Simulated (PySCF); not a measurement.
Start geometry of `[H][Sn]([H])([CH3])[SiH3]` (SnH2Me(SiH3)) from GFN2-xTB (Å):
```
atom  x, y, z in Å
Sn1    0.679    0.091    0.481
H2     0.805    0.194    2.163
H3     2.308    0.198    0.045
C4    -0.228    1.963   -0.158
H5     0.306    2.809    0.257
H6    -1.260    2.019    0.170
H7    -0.210    2.046   -1.238
Si8   -0.438   -2.030   -0.314
H9    -1.785   -2.096    0.239
H10    0.333   -3.182    0.126
H11   -0.511   -2.012   -1.770
```

**Question.** What comes out of this run: PySCF 2.14.0, PBE0-D3(BJ)/def2-SVP geometry optimisation, gas phase, def2 core potentials past Kr?

**Answer.** 
```
atom  x, y, z in Å
Sn1    0.7558    0.1524    0.5346
H2     0.7764    0.1491    2.2538
H3     2.3832    0.1656   -0.0189
C4    -0.2373    1.9375   -0.1542
H5     0.2746    2.8251    0.2433
H6    -1.2810    1.9437    0.1890
H7    -0.2200    1.9766   -1.2520
Si8   -0.4295   -1.9640   -0.3180
H9    -1.8206   -2.0390    0.2275
H10    0.3104   -3.1925    0.1066
H11   -0.5121   -1.9545   -1.8116
```

The energy falls by 12.9 kJ/mol over 6 energy and gradient evaluations, the largest force component goes from 0.0163 to 2.0e-04 Eh/bohr, and the atoms move by 0.075 Å rms after alignment. The bond that changes most is Sn1–Si8 (ends: tin bonded to C, Si and 2 H; silicon bonded to Sn and 3 H), which lengthens by 0.046 Å. Bonds longer at the end by more than 0.005 Å: 9 of 10; shorter: 1. Among the angles that change most is H2–Sn1–H3, from 100.4° to 108.1°. Rotational constants go from 8649, 2322, 1941 to 7892, 2340, 1922 MHz. The orientation of the end geometry is arbitrary; only internal coordinates are fixed.

The run used 98 basis functions and 37 SCF cycles in all.

Not checked by PBE0-D3(BJ)/def2-SVP frequencies.
